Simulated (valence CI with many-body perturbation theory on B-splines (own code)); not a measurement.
E1 transitions of Ag³³⁺

Level of theory: valence CI with perturbative core correlation (CI+MBPT): four valence electrons over a frozen Dirac-Fock core [Ne], a basis of 11 s, 11 p, 9 d, 7 f, 5 g, 2 h, 1 i functions for each j, with the one-electron correlation potential Σ1 (screened to all orders), the two-electron term Σ2, the three-electron term Σ3, Breit, model QED; selected single and double excitations, second order for the rest (own B-spline code, finite nucleus).

The last digits are not significant, and no measured levels were compared; by estimate large intervals hold to a few tenths of a per cent, small ones and those within an open d or f shell to about a per cent.

Lines 151 to 200 of 235 in falling wavelength, among levels below 2694200 cm⁻¹, chosen from the strongest by gf and those to the six lowest levels. Wavelengths and rates use the calculated energies. Electric multipoles are in the length gauge, E1 and E2 with the static RPA response of the core. Weak lines are less certain than strong ones. Lines between different terms over intervals too small for the method are left out, as are lines whose strength nearly cancels. Where a level lies close to another of its J and parity, the split of strength between their lines is uncertain. The highest levels of a list are the least certain.

Levels are named by their leading jj configuration (3d3/2^4 stands for four electrons in 3d with j = 3/2), which in mixed levels can hold well under half, so a name can repeat and another be missing. Letters in brackets count levels of one name in rising energy.

```
λ vac (Å)                           Upper                       Lower   A (s⁻¹)  S (a.u.)
    81.21  (3s 3p1/2 3p3/2 3d5/2) J=2 [e]  (3s 3p1/2 3p3/2^2) J=1 [a]  2.82e+10  3.73e-02
    80.99      (3s 3p1/2 3p3/2^2) J=1 [b]      (3s^2 3p1/2 3p3/2) J=1  8.54e+10  6.72e-02
    80.91  (3s 3p1/2 3p3/2 3d3/2) J=1 [d]      (3s^2 3p1/2 3d3/2) J=2  7.59e+10  5.95e-02
    80.88  (3s 3p1/2 3p3/2 3d3/2) J=2 [a]      (3s 3p1/2^2 3p3/2) J=2  2.22e+09  2.90e-03
    80.57  (3s 3p1/2 3p3/2 3d5/2) J=2 [a]      (3s 3p1/2^2 3p3/2) J=1  7.60e+09  9.81e-03
    80.44  (3s 3p1/2 3p3/2 3d3/2) J=1 [a]      (3s 3p1/2^2 3p3/2) J=2  3.55e+09  2.73e-03
    79.98          (3s 3p3/2^2 3d3/2) J=2  (3s 3p1/2 3p3/2^2) J=2 [b]  1.72e+10  2.17e-02
    79.81  (3s 3p1/2 3p3/2 3d5/2) J=3 [d]      (3s^2 3p1/2 3d3/2) J=2  5.35e+09  9.39e-03
    79.35      (3s 3p3/2^2 3d3/2) J=1 [b]  (3s 3p1/2 3p3/2^2) J=2 [b]  8.35e+10  6.18e-02
    79.33  (3s 3p1/2 3p3/2 3d3/2) J=2 [c]      (3s 3p1/2^2 3p3/2) J=1  3.75e+10  4.62e-02
    79.25      (3s 3p3/2^2 3d3/2) J=1 [a]      (3s 3p1/2 3p3/2^2) J=0  6.85e+10  5.05e-02
    79.23  (3s 3p1/2 3p3/2 3d3/2) J=3 [a]      (3s 3p1/2^2 3p3/2) J=2  9.56e+09  1.64e-02
    79.12  (3s 3p1/2 3p3/2 3d5/2) J=1 [b]      (3s^2 3p1/2 3d3/2) J=2  9.31e+09  6.83e-03
    78.46  (3s 3p1/2 3p3/2 3d5/2) J=3 [c]  (3s 3p1/2 3p3/2^2) J=2 [a]  7.35e+10  1.23e-01
    78.13  (3s 3p1/2 3p3/2 3d3/2) J=2 [b]      (3s 3p1/2^2 3p3/2) J=2  2.36e+10  2.78e-02
    76.86  (3s 3p1/2 3p3/2 3d3/2) J=2 [e]      (3s^2 3p1/2 3d3/2) J=2  6.18e+10  6.93e-02
    76.77      (3s^2 3p3/2 3d5/2) J=2 [a]      (3s^2 3p1/2 3p3/2) J=2  4.82e+09  5.39e-03
    76.49      (3s 3p3/2^2 3d3/2) J=1 [b]      (3s 3p1/2 3p3/2^2) J=0  1.16e+10  7.66e-03
    76.44  (3s 3p1/2 3p3/2 3d5/2) J=3 [d]  (3s 3p1/2 3p3/2^2) J=2 [a]  1.14e+10  1.76e-02
    75.76      (3s^2 3p3/2 3d5/2) J=1 [b]          (3s^2 3p3/2^2) J=2  6.52e+10  4.19e-02
    75.40          (3s 3p3/2^2 3d5/2) J=4      (3s 3p1/2 3p3/2^2) J=3  2.48e+10  4.72e-02
    75.02  (3s 3p1/2 3p3/2 3d5/2) J=3 [e]      (3s^2 3p1/2 3d3/2) J=2  5.33e+09  7.77e-03
    74.69  (3s 3p1/2 3p3/2 3d5/2) J=2 [d]      (3s 3p1/2 3p3/2^2) J=3  1.13e+10  1.16e-02
    74.35      (3s^2 3p3/2 3d5/2) J=2 [a]      (3s^2 3p1/2 3p3/2) J=1  1.80e+09  1.83e-03
    74.16  (3s 3p1/2 3p3/2 3d5/2) J=2 [e]      (3s 3p1/2 3p3/2^2) J=3  8.92e+09  8.97e-03
    73.85  (3s 3p1/2 3p3/2 3d3/2) J=1 [c]      (3s 3p1/2^2 3p3/2) J=1  8.84e+10  5.27e-02
    73.73  (3s 3p1/2 3p3/2 3d3/2) J=2 [e]  (3s 3p1/2 3p3/2^2) J=2 [a]  7.25e+09  7.17e-03
    72.73          (3s 3p3/2^2 3d3/2) J=3      (3s 3p1/2 3p3/2^2) J=3  1.32e+11  1.76e-01
    72.61  (3s 3p1/2 3p3/2 3d5/2) J=2 [a]      (3s 3p1/2^2 3p3/2) J=2  2.61e+09  2.47e-03
    72.58  (3s 3p1/2 3p3/2 3d5/2) J=3 [a]      (3s 3p1/2^2 3p3/2) J=2  1.06e+11  1.40e-01
    72.46  (3s 3p1/2 3p3/2 3d5/2) J=1 [a]      (3s 3p1/2^2 3p3/2) J=2  6.59e+08  3.71e-04
    72.03  (3s 3p1/2 3p3/2 3d5/2) J=3 [e]  (3s 3p1/2 3p3/2^2) J=2 [a]  5.01e+09  6.46e-03
    71.75          (3s 3p3/2^2 3d3/2) J=2      (3s 3p1/2 3p3/2^2) J=3  4.26e+10  3.88e-02
    71.60  (3s 3p1/2 3p3/2 3d3/2) J=2 [c]      (3s 3p1/2^2 3p3/2) J=2  1.55e+09  1.41e-03
    71.22      (3s 3p1/2 3p3/2^2) J=1 [a]          (3s^2 3p1/2^2) J=0  8.69e+10  4.65e-02
    71.11          (3s^2 3p3/2 3d3/2) J=1      (3s^2 3p1/2 3p3/2) J=2  2.80e+10  1.49e-02
    70.95          (3s 3p3/2^2 3d3/2) J=2      (3s^2 3p1/2 3d3/2) J=2  1.02e+10  8.95e-03
    70.93  (3s 3p1/2 3p3/2 3d5/2) J=2 [d]  (3s 3p1/2 3p3/2^2) J=2 [a]  1.54e+10  1.36e-02
    70.84          (3s^2 3p3/2 3d3/2) J=2      (3s^2 3p1/2 3p3/2) J=2  2.11e+11  1.85e-01
    70.45  (3s 3p1/2 3p3/2 3d5/2) J=2 [e]  (3s 3p1/2 3p3/2^2) J=2 [a]  5.52e+10  4.76e-02
    70.40          (3s^2 3p3/2 3d3/2) J=3      (3s^2 3p1/2 3p3/2) J=2  2.19e+11  2.64e-01
    70.32  (3s 3p1/2 3p3/2 3d3/2) J=2 [d]      (3s 3p1/2^2 3p3/2) J=2  2.00e+11  1.72e-01
    70.26  (3s 3p1/2 3p3/2 3d3/2) J=1 [d]      (3s 3p1/2^2 3p3/2) J=1  1.69e+11  8.70e-02
    69.98      (3s 3p3/2^2 3d3/2) J=1 [a]  (3s 3p1/2 3p3/2^2) J=2 [a]  1.44e+11  7.33e-02
    69.92  (3s 3p1/2 3p3/2 3d3/2) J=1 [b]      (3s 3p1/2^2 3p3/2) J=2  2.10e+11  1.06e-01
    69.31  (3s 3p1/2 3p3/2 3d5/2) J=3 [b]      (3s 3p1/2^2 3p3/2) J=2  3.95e+10  4.55e-02
    69.17          (3s 3p3/2^2 3d3/2) J=3  (3s 3p1/2 3p3/2^2) J=2 [a]  6.35e+10  7.26e-02
    69.09  (3s 3p1/2 3p3/2 3d3/2) J=0 [c]      (3s 3p1/2^2 3p3/2) J=1  8.43e+10  1.37e-02
    69.03          (3s^2 3p3/2 3d3/2) J=1      (3s^2 3p1/2 3p3/2) J=1  2.31e+11  1.13e-01
    68.77          (3s^2 3p3/2 3d3/2) J=2      (3s^2 3p1/2 3p3/2) J=1  1.13e+11  9.05e-02
```
